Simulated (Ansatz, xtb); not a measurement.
C2H8OSi: 4 structures ranked

4 gas-phase structures of C2H8OSi, found in a search over its isomers (lower ones may exist). Each was relaxed with GFN2-xTB; where two conformers were screened, the lower at r2SCAN-D4/def2-SVP//GFN2-xTB is listed:

A. `C[SiH](C)O`, a singlet
B. `CCO[SiH3]`, a singlet
C. `CO[SiH2]C`, a singlet
D. `CC[SiH2]O`, a singlet

Task: Which do you expect lowest at r2SCAN-D4/def2-SVP//GFN2-xTB, and how would the others follow?

Result: Calculated order at r2SCAN-D4/def2-SVP//GFN2-xTB: A (0.0), D (56.2), C (86.3), B (121.3) kJ/mol.

Energies above the lowest of each column, in kJ/mol; the last columns are at r2SCAN-D4/def2-SVP geometries and were run for some of them only (a dash: not run or not comparable):

| structure | GFN2-xTB | HF/STO-3G | r2SCAN-D4/def2-SVP//GFN2-xTB | r2SCAN-D4/def2-SVP | CCSD(T)/def2-SVP + ΔMP2/def2-TZVPP |
| --- | --- | --- | --- | --- | --- |
| A | 42.3 | 0.0 | 0.0 | 0.0 | 0.0 |
| D | 24.0 | 56.9 | 56.2 | 54.3 | 56.2 |
| C | 33.5 | 43.1 | 86.3 | – | – |
| B | 0.0 | 86.5 | 121.3 | – | – |

CCSD(T)/def2-SVP + ΔMP2/def2-TZVPP puts A lowest of those it was run on; GFN2-xTB picks B. Flexible structures stand in one conformer each, not always the lowest. Frequencies (r2SCAN-D4/def2-SVP) were run for A, D alone. ΔMP2 is the change of the MP2 energy from the smaller to the larger basis.

Over these structures GFN2-xTB departs from r2SCAN-D4/def2-SVP//GFN2-xTB by 46.1 kJ/mol on average once a common shift is removed. A GFN2-xTB relaxation took about 3 s and the r2SCAN-D4/def2-SVP//GFN2-xTB energy about 7.9 s on a shared host (Ansatz 0.2.0, xtb 6.7.1).
